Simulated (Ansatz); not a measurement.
Two members of one family (AlAs nanocrystals, H-capped) that differ in charge, which shifts all levels, computed with Ansatz in the gas phase. The two geometries come from different levels. Sets without diffuse functions give affinities that are too small. A dash marks a value that wasn't run or was left out as unsound. The structures are stationary points that may keep the symmetry of their start. Remarks come from the PBE and PBE0 runs and from stability tests at other levels; not every state was tested. A HOMO above zero means that the electron is unbound at that level and held by the basis, or that self-interaction error raises the level; the energy of removing that electron tells which. HOMO above LUMO (over both spins in singlets and doublets, within one spin in higher multiplets; at PBE or PBE0), or a gap under 0.15 eV within one spin, warns that the state may not be the lowest or that an electron is smeared out.

First: Al13As13H30, cut from zinc blende (singlet, charge 0, r2SCAN-D4/def2-SVP geometry).

```xyz
56

Al    0.846   -3.034    0.305
Al    0.894   -1.978   -3.780
Al   -2.211   -4.216   -2.370
Al   -2.791   -1.332    0.670
Al   -2.686   -0.302   -3.421
Al    4.145   -0.801   -1.088
Al    4.063   -1.945    2.827
Al    0.201   -0.249    3.148
Al    3.508    1.940    1.711
Al    0.314    0.829   -0.740
Al   -3.388    2.724   -0.331
Al   -0.444    3.789    2.108
Al   -3.565    1.625    3.595
As    0.211   -3.569   -2.042
As    3.264   -2.465    0.485
As    3.314   -1.508   -3.343
As   -0.345   -0.913    0.816
As   -0.258    0.102   -3.037
As   -3.185   -1.979   -1.702
As   -3.843    0.862    1.200
As   -3.775    1.810   -2.630
As    2.753    1.192   -0.543
As    2.660    0.136    3.140
As   -1.050    1.872    3.514
As    2.056    3.921    2.199
As   -0.908    2.906   -0.175
H     0.459   -4.216    1.288
H     0.647   -2.331   -5.306
H    -2.613   -5.306   -1.284
H    -2.458   -4.406   -3.934
H    -3.289   -2.462    1.665
H    -3.050   -0.601   -4.935
H     5.700   -0.502   -1.120
H     3.547   -3.077    3.820
H     5.590   -1.494    2.733
H    -0.206   -1.347    4.218
H     5.045    2.330    1.769
H    -4.140    4.105   -0.130
H    -1.101    5.205    2.388
H    -3.941    0.427    4.572
H    -4.196    3.084    3.719
H     1.000   -4.812   -2.395
H     4.001   -3.727    0.089
H     4.098   -2.731   -3.754
H     3.848   -0.567   -4.398
H     0.162    1.203   -3.988
H    -4.684   -2.152   -1.823
H    -5.332    0.641    1.029
H    -5.266    1.650   -2.812
H    -3.567    2.904   -3.653
H     3.139    2.281   -1.521
H     2.992    0.626    4.535
H    -0.656    2.333    4.902
H     2.437    4.439    3.566
H     2.532    5.110    1.397
H    -0.481    3.975   -1.156
```

```csv
level,HOMO (eV),LUMO (eV),gap (eV),vertical EA (eV)
PBE-D4/def2-SVP,-6.11,-2.38,3.74,–
PBE-D4/def2-TZVP,-6.14,-2.43,3.71,1.24
r2SCAN-D4/def2-TZVP,-6.40,-2.28,4.12,–
PBE0-D4/def2-SVP,-7.12,-1.74,5.38,–
PBE0-D4/def2-TZVP,-7.11,-1.77,5.34,0.99
```

Remarks: HOMO above zero (-1 doublet), gap within one spin near zero at PBE or PBE0 (-1 doublet).

Second: Al13As14H34⁺, cut from zinc blende (singlet, charge 1, PBE-D4/def2-SVP geometry).

Cartesian coordinates in Å:
```
Al -2.918 -0.966 4.013
Al -3.816 -2.582 -0.110
Al 0.613 -0.556 4.721
Al 3.999 -0.785 1.847
Al -0.755 -3.444 -2.986
Al 3.361 -2.238 -1.782
Al 0.021 -1.907 0.790
Al -2.719 1.178 -0.075
Al 0.986 1.962 1.216
Al 0.356 0.451 -2.403
Al -3.424 -0.247 -3.942
Al 3.825 2.130 -1.429
Al -0.060 5.012 -1.992
As -0.721 -1.906 3.142
As -1.424 -3.316 -0.599
As -3.591 0.721 2.240
As -3.886 -0.465 -1.475
As 2.471 -2.267 0.554
As 3.054 -0.877 4.168
As 0.347 1.707 3.625
As 3.372 1.456 0.979
As 1.753 -3.727 -2.997
As -1.033 -1.094 -3.719
As 2.786 0.077 -2.477
As -0.355 0.368 -0.041
As 0.465 4.250 0.403
As -0.146 2.768 -3.184
H -2.303 -0.025 5.176
H -4.044 -2.069 4.231
H -4.820 -3.705 -0.631
H -3.753 -2.088 1.428
H 0.376 -0.618 6.289
H 5.543 -1.159 1.773
H -1.455 -4.584 -3.848
H 4.885 -2.678 -1.906
H -2.661 2.749 -0.405
H -4.268 -1.310 -4.779
H -3.293 1.316 -4.294
H 5.384 2.264 -1.722
H 2.729 3.290 -1.679
H 1.252 5.768 -2.485
H -1.557 5.554 -1.912
H -0.571 -3.330 3.667
H -1.256 -4.726 -0.040
H -5.089 0.535 2.039
H -3.670 2.080 2.938
H -5.334 -0.008 -1.303
H 2.777 -3.671 1.069
H 3.456 -2.221 4.764
H 3.901 0.005 5.080
H 1.069 2.776 4.434
H -1.079 2.199 3.836
H 4.074 2.472 1.877
H 2.110 -5.157 -2.604
H 2.209 -3.802 -4.449
H -0.356 -1.036 -5.088
H 3.120 0.132 -3.966
H -0.648 4.724 1.332
H 1.584 5.110 0.980
H -1.527 2.604 -3.815
H 0.660 2.905 -4.470
```

Question: What does the change do? Estimate second minus first.

Answer: 
```
              level  Δ HOMO (eV)  Δ LUMO (eV)  Δ gap (eV)  Δ vertical EA (eV)
    PBE-D4/def2-SVP        -2.36        -2.58       -0.21                   –
   PBE-D4/def2-TZVP        -2.35        -2.57       -0.21                2.56
r2SCAN-D4/def2-TZVP        -2.35        -2.60       -0.25                   –
   PBE0-D4/def2-SVP        -2.39        -2.58       -0.19                   –
  PBE0-D4/def2-TZVP        -2.38        -2.57       -0.18                2.56
```

Remarks: gap within one spin near zero at PBE or PBE0 (neutral doublet).
